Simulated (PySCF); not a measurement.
Compound: C6H14Si.
Z-matrix (Å and degrees, PBE0-D3(BJ)/def2-SVP geometry), rows numbered from 1:
```
C 
C   1  1.5207
C   2  1.5357  1  112.98
C   3  1.5352  2  109.35  1  -176.27
Si  4  1.9016  3  103.28  2    37.73
C   5  1.8800  4  114.05  3   104.65
C   2  1.5408  1  113.39  3  -122.76
H   1  1.1029  2  110.64  3    61.19
H   1  1.1017  2  111.58  3   -58.66
H   1  1.1009  2  111.40  3  -179.21
H   2  1.1072  1  108.10  3   118.10
H   3  1.1063  2  108.25  1   -56.74
H   3  1.1032  2  110.94  1    59.36
H   4  1.1009  3  112.72  2   161.65
H   4  1.1031  3  110.34  2   -79.09
H   5  1.4995  4  112.23  3  -130.82
H   6  1.1014  5  111.12  4  -172.40
H   6  1.1015  5  110.67  4   -52.50
H   6  1.1011  5  111.13  4    67.51
H   7  1.1009  2  112.32  1   -73.10
H   7  1.1057  2  109.50  1    45.21
```

Linear response at B3LYP/def2-SVPD (PySCF, frozen core in the response, non-relativistic).

Static isotropic polarisability: 98.05 au (14.53 Å³), principal values 87.6, 93.6, 113.0 au.

Q: What is the polarisability at 1064 nm and at the sodium D line?

A: 98.84 au at 1064 nm (+0.8 %), 100.70 au at 589.3 nm (+2.7 %). The rise at 589.3 nm is 3.35 times that at 1064 nm; a pure ω² law gives 3.26. The lowest singlet lies at 173 nm, shorter than both wavelengths.

Q: What is the isotropic C6 coefficient between two such molecules, C6 = (3/π)∫α(iω)² dω?

A: 3884 au (Eh·bohr⁶) by a ten-point quadrature over imaginary frequencies, which is 2320 eV·Å⁶ or 224 J·nm⁶/mol.

Q: Which effective excitation energy ω̄ makes London's formula C6 = (3/4)α²ω̄ exact here?

A: ω̄ = 4·C6/(3α²) = 0.539 Eh = 14.7 eV. A one-pole form α(ω) = α/(1 − ω²/ω̄²) fitted to the 1064 nm value gives 13.0 eV.

Q: What molar refraction at the D line follows from R = (4π/3)·N_A·α′, with α′ the polarisability volume?

A: α′ = 14.92 Å³ gives R = 37.64 cm³/mol, for isolated, non-vibrating species.

Q: What n − 1 at the D line would an ideal gas of it have at 273.15 K and 1 atm (2.6868 × 10¹⁹ cm⁻³), by n − 1 = 2π·N·α′?

A: 25.19 × 10⁻⁴, a formal value whether or not that pressure can be reached.

Q: How many electrons N does the Slater–Kirkwood formula C6 = (3/4)·√N·α^(3/2) need to give this C6?

A: N = (4·C6/3)²/α³ = 28.5; the species has 64 electrons in all.

Q: The lowest 6 singlets have (eV, f): 7.16, 0.021; 7.47, 0.023; 7.50, 0.006; 7.69, 0.059; 7.80, 0.017; 7.89, 0.020. What share of the static polarisability do they carry in the sum over states α = Σ f/ω²?

A: 1.86 au, 1.9 % of α; the largest term, 0.74 au, is that of the state at 7.69 eV. Their oscillator strengths add up to 0.15. Higher states carry the rest.

On an x86-64 server with one thread, no GPU (shared host), this took 46 s of wall time. This is the whole response run at B3LYP/def2-SVPD, SCF included.

One conformer stands for the species.
